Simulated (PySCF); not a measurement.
## Core-level binding energies of `N[SiH](N)P`

Species: H₇N₂PSi.
Atom-mapped SMILES: `[NH2:1][SiH:2]([NH2:3])[PH2:4]`

Geometry (GFN2-xTB, Å), atoms numbered from 1 in this order:
```xyz
11
H7N2PSi angstrom
N     -0.0168    1.3468    0.8861
Si    -0.3658    0.1832   -0.3427
N     -1.2661   -1.0267    0.4881
P      1.3223   -0.9747   -1.3057
H      0.2372    1.0030    1.7989
H      0.5511    2.1442    0.6508
H     -1.0232    0.9576   -1.4043
H     -1.4119   -1.9090    0.0250
H     -2.1017   -0.7452    0.9742
H      2.0322    0.1588   -1.6558
H      2.0482   -1.1354   -0.1407
```

Theory: PySCF, delta-SCF UKS SCAN, pcX-2 on the ionised atom, pcseg-1 elsewhere, spin-free X2C. These are vertical core ionisation energies against the vacuum level, from separate self-consistent calculations with and without the core hole.

What binding energy does each computed site have?

```json
{"atom(s)": "Si2", "environment": "SiH silicon", "level": "Si 2p3/2", "binding energy (eV)": "106.81", "2p1/2 (eV)": "107.43", "count": "1"}
{"atom(s)": "P4", "environment": "three-coordinate phosphorus", "level": "P 2p3/2", "binding energy (eV)": "135.80", "2p1/2 (eV)": "136.69", "count": "1"}
{"atom(s)": "N1/N3", "environment": "silicon-bound nitrogen", "level": "N 1s", "binding energy (eV)": "404.46", "2p1/2 (eV)": "–", "count": "2"}
{"atom(s)": "Si2", "environment": "SiH silicon", "level": "Si 1s", "binding energy (eV)": "1846.76", "2p1/2 (eV)": "–", "count": "1"}
{"atom(s)": "P4", "environment": "three-coordinate phosphorus", "level": "P 1s", "binding energy (eV)": "2149.29", "2p1/2 (eV)": "–", "count": "1"}
```

Which photon energy gives electrons from Si 1s of Si2 a kinetic energy of 50 eV, and what is their de Broglie wavelength?

hν = 1846.76 + 50 = 1896.76 eV, recoil neglected; λ = 12.264 Å/√(E/eV) = 1.73 Å.

Topologically equivalent atoms share the value of their first member; where this conformer doesn't relate them by symmetry, their own values could differ. The 2p values add to the ΔSCF energy of one spin-free hole a correction within the shell (spin–orbit coupling, ligand field). 2p1/2 minus 2p3/2 (ligand field included): Si 0.62 eV, P 0.89 eV. The structure is a single GFN2-xTB conformer in the gas phase; no vibrational or solvent corrections.
